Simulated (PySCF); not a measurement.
Compound: C6H11N3.
Atom-mapped SMILES: `[CH3:1][CH:2]([CH3:3])[c:4]1[cH:5][n:6][n:7]([CH3:8])[n:9]1` (hydrogens: H10, H11, H12 on C1; H13 on C2; H14, H15, H16 on C3; H17 on C5; H18, H19, H20 on C8)

Cartesian coordinates in Å at the PBE0-D3(BJ)/def2-SVP level; atoms count from 1:
```
atom  x, y, z in Å
C1    -1.474   -1.182   -0.664
C2    -0.466   -0.924    0.455
C3    -1.048   -0.010    1.534
C4     0.820   -0.376   -0.084
C5     1.078    0.810   -0.804
N6     2.381    0.877   -1.055
N7     2.865   -0.213   -0.505
C8     4.255   -0.571   -0.613
N9     1.986   -0.999    0.082
H10   -1.062   -1.861   -1.424
H11   -1.755   -0.243   -1.168
H12   -2.395   -1.633   -0.264
H13   -0.206   -1.889    0.920
H14   -1.967   -0.443    1.960
H15   -0.331    0.145    2.354
H16   -1.304    0.978    1.120
H17    0.400    1.595   -1.134
H18    4.848    0.350   -0.660
H19    4.533   -1.159    0.269
H20    4.437   -1.168   -1.520
```

Level: PBE0/pcSseg-1 in PySCF, non-relativistic, on one gas-phase PBE0-D3(BJ)/def2-SVP geometry that isn't relaxed in the solvent. The solvent is an IEF-PCM continuum (van der Waals radii × 1.2). Only the electrostatic response of the medium enters.

```csv
run,E − E(gas) (kcal/mol),HOMO (eV),HOMO–LUMO gap (eV),dipole (D)
gas,0.00,-7.20,7.28,0.41
P,-5.57,-7.27,7.18,0.38
Q,-5.77,-7.28,7.18,0.37
```

Question: The runs were made in acetone and acetonitrile. Which run belongs to which solvent?

Answer: P = acetone, Q = acetonitrile. The dielectric constants are 20.49 (acetone), 35.69 (acetonitrile), and the energy falls further as ε rises. In this model the ground state sees the solvent through ε alone.

Question: How constant is the ratio of the lowering to (ε − 1)/(2ε + 1)?

Answer: 
| solvent | (ε − 1)/(2ε + 1) | E − E(gas) (kcal/mol) | ratio (kcal/mol) | polarisation term (kcal/mol) |
| --- | --- | --- | --- | --- |
| acetone | 0.464 | -5.57 | -12.0 | -6.20 |
| acetonitrile | 0.479 | -5.77 | -12.0 | -6.44 |

The ratio changes by +0.2 % in size from acetone to acetonitrile. The polarisation term is half the interaction of the solute with the induced surface charges.
